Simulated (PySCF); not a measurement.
GaClBr2, SMILES [Cl][Ga]([Br])[Br]. Geometry optimised at PBE-D3(BJ)/def2-SVP.

Level of theory: PBE-D3(BJ)/def2-SVP in PySCF.

Harmonic wavenumbers (cm⁻¹): 82, 103, 114, 247, 346, 432. Rotational constants (GHz): 1.558, 0.8030, 0.5299; symmetry number 2.

Problem. Work out the zero-point energy and the ideal-gas rigid-rotor harmonic-oscillator thermochemistry at 298.15 K and 1 atm.

Solution. ZPE = ½ Σ hcν = ½ × 1324 cm⁻¹ = 1.89 kcal/mol. H − E(el) = 6.36 kcal/mol. Entropy in cal/(mol K): translation 42.62, rotation 29.18, vibration 14.22, total 86.03. G − E(el) = -19.29 kcal/mol. Cp = 18.55 cal/(mol K). Modes under 150 cm⁻¹ make the vibrational entropy uncertain.
